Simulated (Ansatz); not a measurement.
Consider the isomerisation: `NBC1C=C1` → `BCN=C=C`.

Isolated molecules relaxed with PBE0-D4/def2-TZVP in Ansatz; ΔE leaves out vibrations. CCSD(T)/CBS adds triple-zeta CCSD(T) − MP2 to the extrapolated MP2 energy (def2 sets, frozen cores). Functionals use def2-TZVPP. B3LYP here is the variant with VWN-RPA as its local correlation; programs differ in this. Each species was taken in one conformer, which may not be the lowest.

| level | ΔE (kJ/mol) |
| --- | --- |
| B97M-V | 87.2 |
| B3LYP | 74.4 |

Task: What does CCSD(T)/CBS give? (Best estimate.)

Result: Computed: +102.4 kJ/mol. The listed levels differ from it by -15.2, -28.0 kJ/mol.

Largest T1 diagnostic among the species: 0.013.

From BLYP to BHLYP (50 % exact exchange), in def2-TZVPP and without D4, ΔE moves by +18.0 kJ/mol. In def2-TZVPP, CCSD(T) changes the Hartree–Fock value by +27.9 kJ/mol (the triples alone add +0.5 kJ/mol) and MP2 by +39.1 kJ/mol. Leaving LDA and LC-ωPBE aside and taking each functional with its dispersion term where it has one, the values, not all of them listed here, spread over 39.4 kJ/mol, from BLYP-D4 to PBE-QIDH. LDA lies +19.1 kJ/mol from PBE without D4.
